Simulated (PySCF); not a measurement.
C2H4N, SMILES CC#[NH+], charge +1. Coordinates come from a PBE-D3(BJ)/def2-TZVP optimisation. The isomer is the one that the SMILES or the coordinates give; other isomers of the formula were not compared.

TDA-B3LYP/def2-SVPD (PySCF 2.14.0) puts the lowest singlet excitations at 7.93, 8.18, 8.18, 10.20, 10.42, 10.42 eV.

Question: What are the lowest excitation roots from ADC(2)/aug-cc-pVDZ run with PySCF? (An estimate is asked for; the answer gives what the named calculation found.)

Answer: 8.75, 9.04, 9.04, 11.15, 11.55, 11.55 eV. S1 differs by 0.82 eV (second minus first; roots are paired by order, and the bases may differ).
